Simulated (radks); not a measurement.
All-electron atom: Rh VI in [Kr] 4d4 (the NIST ground configuration).

Method: scalar-relativistic Kohn-Sham, PBE, spin-polarised, spherical densities, finite nucleus; open shells are filled with parallel spins first (spin-orbit coupling, left out, can overturn this in heavy ions); Fermi nuclear charge, rms radius 4.4945 fm; computed with a radial shooting solver on a logarithmic mesh with Libxc functionals.

Energy parts (hartree):
total: -4777.96295
kinetic: 4948.57145
electron-nucleus: -11426.17630
Hartree: 1835.90143
exchange-correlation: -136.25952

Orbitals (lengths in bohr, moments of r in powers of bohr; <r^-3> diverges for s and p1/2; r(90%) holds 90 % of the orbital's charge):
| orbital | occ. | eigenvalue (hartree) | <1/r> | <r^4> | r(90%) | <r^-3> |
|---|---|---|---|---|---|---|
| 1s up | 1 | -849.3316 | 47.05 | 5.367e-06 | 0.0585 | - |
| 1s down | 1 | -849.3320 | 47.05 | 5.367e-06 | 0.0585 | - |
| 2s up | 1 | -125.4836 | 10.65 | 0.0009692 | 0.219 | - |
| 2s down | 1 | -125.4528 | 10.65 | 0.0009689 | 0.219 | - |
| 2p up | 3 | -112.7400 | 10.32 | 0.0006944 | 0.201 | 3244 |
| 2p down | 3 | -112.7168 | 10.32 | 0.0006941 | 0.201 | 3245 |
| 3s up | 1 | -24.63564 | 3.713 | 0.04686 | 0.576 | - |
| 3s down | 1 | -24.62031 | 3.712 | 0.04675 | 0.575 | - |
| 3p up | 3 | -20.44815 | 3.536 | 0.05066 | 0.588 | 565.7 |
| 3p down | 3 | -20.43053 | 3.536 | 0.05048 | 0.588 | 565.3 |
| 3d up | 5 | -13.76020 | 3.310 | 0.05070 | 0.587 | 76.70 |
| 3d down | 5 | -13.73233 | 3.310 | 0.05038 | 0.587 | 76.67 |
| 4s up | 1 | -5.67128 | 1.428 | 1.592 | 1.39 | - |
| 4s down | 1 | -5.53280 | 1.437 | 1.578 | 1.38 | - |
| 4p up | 3 | -4.45524 | 1.298 | 2.277 | 1.52 | 95.73 |
| 4p down | 3 | -4.31054 | 1.304 | 2.279 | 1.52 | 97.08 |
| 4d up | 4 | -2.66110 | 1.048 | 5.362 | 1.89 | 9.286 |
| 4d down | 0 | -2.51578 | 1.045 | 5.620 | 1.91 | 9.282 |

The highest occupied level is 4d up at -72.412 eV. Spin moment in Bohr magnetons: 4. Summed over all electrons, <r^2> = 19.88 bohr^2, which gives a Langevin (diamagnetic) susceptibility term of -15.7 x 10^-6 cm^3/mol. The spin density at the nucleus is -4.289 e/bohr^3 (1s -0.067, 2s -1.641, 3s 0.671, 4s -3.252). The electron density at the nucleus is 1.238e+05 e/bohr^3 (large components only).
